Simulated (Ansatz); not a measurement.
Wavefunction ladder for Cl2O2W (`[O]=[W](=[O])([Cl])[Cl]`)

```csv
atom,x (Å),y (Å),z (Å)
O1,-1.370,0.854,-0.672
W2,-0.084,0.011,0.035
O3,-0.649,-0.592,1.512
Cl4,0.488,-1.715,-1.296
Cl5,1.614,1.442,0.422
```

Charge 0, multiplicity 1. Correlated methods include outer-core shells of W, which these sets cover unevenly. W: def2 effective core potential. The structure was optimised at the PBE0-D4/def2-TZVP level. Frozen core, restricted reference, Ansatz.

| basis | HF (Eh) | MP2 corr. | CCSD corr. | (T) | CCSD(T) total |
| --- | --- | --- | --- | --- | --- |
| def2-SVP | ? | ? | ? | -0.05001 | ? |
| def2-TZVPP | -1135.39091 | -1.37766 | -1.32342 | -0.08024 | -1136.79457 |
| def2-QZVPP | -1135.42441 | ? | – | – | – |

Question: Fill in the withheld values. (Best estimate.)

Answer: Computed: def2-SVP HF (Eh): -1134.84236; def2-SVP MP2 corr.: -1.04763; def2-SVP CCSD corr.: -0.99249; def2-SVP CCSD(T) total: -1135.88486; def2-QZVPP MP2 corr.: -1.51174.
